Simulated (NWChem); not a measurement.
System: C3H8BN; SMILES NB1CCC1

Output (shortened):

```
             Northwest Computational Chemistry Package (NWChem) 7.3.0
             --------------------------------------------------------

                             Geometry "geometry" -> ""
                             -------------------------

 Output coordinates in angstroms (scale by  1.889725989 to convert to a.u.)

  No.       Tag          Charge          X              Y              Z
 ---- ---------------- ---------- -------------- -------------- --------------
    1 N                    7.0000     0.00581400    -1.99081200     0.00000000
    2 B                    5.0000    -0.00527900    -0.59354800     0.00000000
    3 C                    6.0000    -0.00794400     0.51201900     1.15457000
    4 C                    6.0000     0.01339300     1.57087200     0.00000000
    5 C                    6.0000    -0.00794400     0.51201900    -1.15457000
    6 H                    1.0000     0.01063100    -2.54889300    -0.85465000
    7 H                    1.0000     0.01063100    -2.54889300     0.85465000
    8 H                    1.0000     0.87398100     0.53599000     1.82923100
    9 H                    1.0000    -0.91146100     0.54934000     1.79959100
   10 H                    1.0000     0.92266600     2.20631500     0.00000000
   11 H                    1.0000    -0.86323700     2.25080300     0.00000000
   12 H                    1.0000    -0.91146100     0.54934000    -1.79959100
   13 H                    1.0000     0.87398100     0.53599000    -1.82923100

 Effective nuclear repulsion energy (a.u.)     160.4249614312

                                 NWChem DFT Module
                                 -----------------

 Summary of "ao basis" -> "ao basis" (spherical)
 ------------------------------------------------------------------------------
       Tag                 Description            Shells   Functions and Types
 ---------------- ------------------------------  ------  ---------------------
 N                          def2-svp                 6       14   3s2p1d
 B                          def2-svp                 6       14   3s2p1d
 C                          def2-svp                 6       14   3s2p1d
 H                          def2-svp                 3        5   2s1p

            General Information
            -------------------
          SCF calculation type: DFT
          Wavefunction type:  closed shell.
          No. of atoms     :    13
          No. of electrons :    38
           Alpha electrons :    19
            Beta electrons :    19
          Charge           :     0
          Spin multiplicity:     1
          Use of symmetry is: off; symmetry adaption is: off
          Maximum number of iterations: 150
          AO basis - number of functions:   110
                     number of shells:    54
          Convergence on energy requested:  1.00D-06
          Convergence on density requested:  1.00D-05
          Convergence on gradient requested:  5.00D-04

              XC Information
              --------------
                         B3LYP Method XC Potential
                     Hartree-Fock (Exact) Exchange  0.200
                        Slater Exchange Functional  0.800 local
                    Becke 1988 Exchange Functional  0.720 non-local
              Lee-Yang-Parr Correlation Functional  0.810
                  VWN I RPA Correlation Functional  0.190 local

             Grid Information
             ----------------
          Grid used for XC integration:  medium
          Radial quadrature: Mura-Knowles
          Angular quadrature: Lebedev.
          Tag              B.-S. Rad. Rad. Pts. Rad. Cut. Ang. Pts.
          ---              ---------- --------- --------- ---------
          N                   0.65       49          11.0       434
          B                   0.85       49           9.0       434
          C                   0.70       49          11.0       434
          H                   0.35       45          12.0       434
          Grid pruning is: on
          Number of quadrature shells:   605
          Spatial weights used:  Erf1

      Superposition of Atomic Density Guess
      -------------------------------------

 Sum of atomic energies:        -195.61683991

      Non-variational initial energy
      ------------------------------

 Total energy =    -198.980330
 1-e energy   =    -578.654559
 2-e energy   =     219.249268
 HOMO         =      -0.334365
 LUMO         =       0.030805

     ---------------------------------------------
      Total Density - Mulliken Population Analysis
     ---------------------------------------------

    Atom       Charge   Shell Charges
 -----------   ------   -------------------------------------------------------
    1 N    7     7.44   1.99  1.02  0.35  2.58  1.49  0.01
    2 B    5     4.81   1.99  0.91  0.17  1.32  0.30  0.12
    3 C    6     6.39   1.99  0.98  0.23  2.08  1.09  0.02
    4 C    6     6.20   1.99  0.96  0.24  1.95  1.02  0.03
    5 C    6     6.39   1.99  0.98  0.23  2.08  1.09  0.02
    6 H    1     0.75   0.59  0.12  0.04
    7 H    1     0.75   0.59  0.12  0.04
    8 H    1     0.87   0.65  0.19  0.03
    9 H    1     0.87   0.65  0.19  0.03
   10 H    1     0.90   0.68  0.20  0.02
   11 H    1     0.90   0.68  0.20  0.02
   12 H    1     0.87   0.65  0.19  0.03
   13 H    1     0.87   0.65  0.19  0.03

   convergence    iter        energy       DeltaE   RMS-Dens  Diis-err
 ---------------- ----- ----------------- --------- --------- ---------
 d= 0,ls=0.0,diis     1   -198.5646201640 -3.59D+02  8.32D-03  4.32D-01
 d= 0,ls=0.0,diis     2   -198.6028869122 -3.83D-02  3.16D-03  1.74D-01
 d= 0,ls=0.0,diis     3   -198.6160392129 -1.32D-02  1.21D-03  5.60D-02
 d= 0,ls=0.0,diis     4   -198.6220770793 -6.04D-03  2.94D-04  1.95D-03
 d= 0,ls=0.0,diis     5   -198.6223095083 -2.32D-04  6.49D-05  6.54D-05
  Resetting Diis
 d= 0,ls=0.0,diis     6   -198.6223184582 -8.95D-06  1.14D-05  1.79D-06
 d= 0,ls=0.0,diis     7   -198.6223186496 -1.91D-07  7.55D-06  2.78D-07

         Total DFT energy =     -198.622318649603
      One electron energy =     -584.406400389000
           Coulomb energy =      255.586138928692
    Exchange-Corr. energy =      -30.227018620455
 Nuclear repulsion energy =      160.424961431159

 Numeric. integr. density =       38.000000348217

                       DFT Final Molecular Orbital Analysis
                       ------------------------------------

 Vector   17  Occ=2.000000D+00  E=-2.827056D-01
              MO Center= -1.6D-03, -1.3D+00, -1.1D-09, r^2= 2.7D+00
   Bfn.  Coefficient  Atom+Function         Bfn.  Coefficient  Atom+Function
  ----- ------------  ---------------      ----- ------------  ---------------
     4      0.511868   1 N  px                7     -0.397661   1 N  px
    18      0.157068   2 B  px               32      0.114198   3 C  px
    60      0.114198   5 C  px               21     -0.112101   2 B  px
    86     -0.104347   9 H  s               101     -0.104347  12 H  s
    81      0.101689   8 H  s               106      0.101690  13 H  s

 Vector   18  Occ=2.000000D+00  E=-2.799581D-01
              MO Center= -2.2D-03,  6.5D-01,  1.5D-08, r^2= 2.5D+00
   Bfn.  Coefficient  Atom+Function         Bfn.  Coefficient  Atom+Function
  ----- ------------  ---------------      ----- ------------  ---------------
    47     -0.324752   4 C  py               33      0.300104   3 C  py
    61      0.300104   5 C  py               19      0.242895   2 B  py
    16     -0.212924   2 B  s                50     -0.180999   4 C  py
    36      0.160663   3 C  py               64      0.160663   5 C  py
    96     -0.159753  11 H  s                45      0.155545   4 C  s

[...]

                     NWChem Electrostatic Potential Fit Module
                     -----------------------------------------

 Atom parameters

 Number of atoms is                                   13
 Number of basis functions is                        110

 Grid parameters

 Maximum number of grid points is                  46874
 Number of grid points is                          46873
 Grid range                                     0.300000 nm
 Grid spacing                                   0.020000 nm
 Probe radius                                   0.070000 nm
 Atom radius factor                             1.000000

 Atomic radii

    1    0.100000
    5    0.158000
    6    0.147000
    7    0.140000
 FASTESP  F
  using M.O. file = ./job.movecs

    Atom              Coordinates                           Charge

                                                  ESP

    1 N     0.000581   -0.199081    0.000000   -0.834312
    2 B    -0.000528   -0.059355    0.000000    0.363941
    3 C    -0.000794    0.051202    0.115457   -0.130006
    4 C     0.001339    0.157087    0.000000    0.117871
    5 C    -0.000794    0.051202   -0.115457   -0.137912
    6 H     0.001063   -0.254889   -0.085465    0.339003
    7 H     0.001063   -0.254889    0.085465    0.338853
    8 H     0.087398    0.053599    0.182923    0.001613
    9 H    -0.091146    0.054934    0.179959    0.002873
   10 H     0.092267    0.220632    0.000000   -0.035218
   11 H    -0.086324    0.225080    0.000000   -0.036663
   12 H    -0.091146    0.054934   -0.179959    0.005072
   13 H     0.087398    0.053599   -0.182923    0.004885
                                            ------------
                                                0.000000

 Dipole moment                                  0.731780

 Quadrupole moment Qxx                         -1.224428
                   Qyy                         -0.027239
                   Qzz                          1.251667

 RMS deviation kJ/mol                           0.051748

 RRMS %                                        39.890037
```

Level: B3LYP/def2-SVP. The geometry was optimised at PBE-D3(BJ)/def2-SVP. Not confirmed as a minimum by frequencies.

Which NWChem input produces such a log?

This is not unique; one that fits is the input that was run:
```
start job
memory heap 200 mb stack 900 mb global 1100 mb
geometry units angstroms noautosym nocenter noautoz
  N      0.005814    -1.990812     0.000000
  B     -0.005279    -0.593548     0.000000
  C     -0.007944     0.512019     1.154570
  C      0.013393     1.570872     0.000000
  C     -0.007944     0.512019    -1.154570
  H      0.010631    -2.548893    -0.854650
  H      0.010631    -2.548893     0.854650
  H      0.873981     0.535990     1.829231
  H     -0.911461     0.549340     1.799591
  H      0.922666     2.206315     0.000000
  H     -0.863237     2.250803     0.000000
  H     -0.911461     0.549340    -1.799591
  H      0.873981     0.535990    -1.829231
end
basis spherical
  * library def2-svp
end
dft
  xc b3lyp
  iterations 150
  mulliken
end
task dft energy
esp
  recalculate
  probe 0.07
  range 0.3
  factor 1.0
  spacing 0.02
end
task esp
```
